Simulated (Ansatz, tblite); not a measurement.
Removing an electron: the cluster Be2F5⁻ (the lowest singlet isomer of a short search). Charge -1, multiplicity 1. Geometry: PBE-D4/def2-SVPD. Ansatz, gas phase; energy differences of separate SCF runs; the oxidised species was run as a doublet alone.

```xyz
7

Be    1.3853   -0.5702    0.2101
Be   -1.3955    0.5645   -0.1567
F     2.3859   -0.0961    1.1734
F     1.5498   -1.4925   -0.9173
F    -0.0821   -0.0498    0.4624
F    -1.1973    1.5596   -1.2144
F    -2.6462    0.0845    0.4425
```

The xTB rows come from tblite. Correlated methods freeze 5 core orbitals. The rows differ in basis, and correlated rows in double-zeta sets carry the largest basis error. In CCSD on the charge 0 doublet the largest single amplitude is 0.39, so its Hartree–Fock determinant may place the open shell otherwise than the density functionals do. HOMO above LUMO, or a gap near zero within one spin, warns that the state may not be the lowest or that an electron is smeared out. The structure comes from a short search, and lower isomers may exist.

```csv
level,−HOMO (eV),vertical IE (eV),−LUMO (eV),HOMO–LUMO gap (eV),remarks
GFN1-xTB,7.74,10.93,1.05,6.70,–
GFN2-xTB,8.16,11.27,-0.21,8.36,–
CCSD/def2-SVPD,–,9.60,–,–,large T1 (0.048) (doublet)
CCSD(T)/def2-SVPD,–,9.56,–,–,large T1 (0.048) (doublet)
```

**Question.** Estimate the rows for PBE-D4/def2-TZVPD, r2SCAN-D4/def2-TZVPD, PBE0-D4/def2-TZVPD.

**Answer.** 
```csv
level,−HOMO (eV),vertical IE (eV),−LUMO (eV),HOMO–LUMO gap (eV),remarks
PBE-D4/def2-TZVPD,3.89,6.87,-2.88,6.77,gap within one spin near zero (doublet)
r2SCAN-D4/def2-TZVPD,4.33,7.20,-3.45,7.78,gap within one spin near zero (doublet)
PBE0-D4/def2-TZVPD,5.93,7.96,-3.43,9.36,–
```

Run but left out: HF/def2-SVPD, MP2/def2-SVPD (neutral doublet: a determinant that CCSD turns far, T1 0.048).  Raw xTB energy differences between charge states are shifted by several eV; the methods need an empirical correction for them.
